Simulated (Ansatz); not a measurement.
Reaction (formal hydrolysis of a Ge–Si bond): `[CH3][GeH]([NH2])[SiH3]` + H₂O → `[CH3][GeH]([NH2])[OH]` + SiH₄

Calculated with Ansatz (gas phase, PBE0-D4/def2-TZVP geometries, no zero-point term in ΔE). CCSD(T)/CBS adds triple-zeta CCSD(T) − MP2 to the extrapolated MP2 energy (def2 sets, frozen cores). This one scheme is used for every species. Functionals use def2-TZVPP. For Ge outer-core shells are correlated without core-valence functions, which leaves a few kJ/mol of doubt a bond. Scalar relativity is left out up to krypton. One conformer a species, not always the lowest.

| level | ΔE (kJ/mol) |
| --- | --- |
| B2PLYP | -41.1 |
| BLYP | -36.7 |
| HF/def2-SVP | -59.9 |
| HF/def2-TZVPP | -59.3 |

What does CCSD(T)/CBS give? (An estimate is asked.)

Computed: -32.0 kJ/mol. The listed levels differ from it by -9.1, -4.7, -27.9, -27.3 kJ/mol.

Largest T1 diagnostic among the species: 0.011.

From BLYP to BHLYP (50 % exact exchange), in def2-TZVPP and without D4, ΔE moves by −9.0 kJ/mol. At CCSD(T), def2-SVP lies −16.1 kJ/mol from the extrapolated value and def2-TZVPP −4.9 kJ/mol. In def2-TZVPP, CCSD(T) changes the Hartree–Fock value by +22.5 kJ/mol (the triples alone add +2.1 kJ/mol) and MP2 by +19.9 kJ/mol.

CCSD(T)/CBS has its own doubt, a few kJ/mol and more with outer-core shells, so smaller differences from it don't rank the levels.
